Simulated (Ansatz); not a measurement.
C₃H₅AlO (`C#C[O][AlH][CH3]`). Total charge 0; spin multiplicity 1.

```xyz
10

C     0.1040   -1.2032   -2.4788
C     0.2213   -1.3525   -1.2924
O     0.3509   -1.5324   -0.0305
Al    0.1889   -0.4341    1.2976
C    -0.2609    1.4063    0.9112
H     0.0032   -1.0837   -3.5290
H     0.4482   -1.1418    2.6791
H    -1.1913    1.4633    0.3378
H     0.5132    1.8688    0.2908
H    -0.3776    2.0093    1.8143
```

(1) List the harmonic frequencies (cm⁻¹, unscaled) at PBE0-D4/def2-TZVP in Ansatz. (An estimate is asked.)

Answers

(1) Ansatz gave: 31i, 68, 107, 211, 400, 480, 485, 564, 567, 601, 622, 677, 691, 764, 1216, 1227, 1435, 1437, 1977, 2289, 3043, 3118, 3139, 3503.
